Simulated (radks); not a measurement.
Problem. These are the eigenvalues of the occupied orbitals of an atom or ion with whole-number occupations (hartree). Method: Dirac Kohn-Sham, relativistic LDA (MacDonald-Vosko exchange, VWN5 correlation), spin-unpolarised, spherical densities, finite nucleus; Fermi nuclear charge, rms radius of each element as measured or else 0.836 A^(1/3) + 0.57 fm; computed with a radial shooting solver on a logarithmic mesh with Libxc functionals.

1s1/2: -283.1236
2s1/2: -38.54337
2p1/2: -34.24155
2p3/2: -33.70088
3s1/2: -8.79153
3p1/2: -7.46653
3p3/2: -7.38442
3d3/2: -5.21713

Which element is it, and in what charge state? The configuration may be excited. Open shells, if any, fill j = l - 1/2 first.

Solution. Z = 27, cobalt, charge +7: Co7+ in [Ar] 3d2. The list shows which subshells hold electrons but not how many an open one holds; the 1s level, -283.12 hartree, gives Z - s = 23.8 by -(Z - s)^2/2, which with screening and relativity narrows Z to a few neighbours, and the depths of the outer levels then fix element, charge and occupations together.
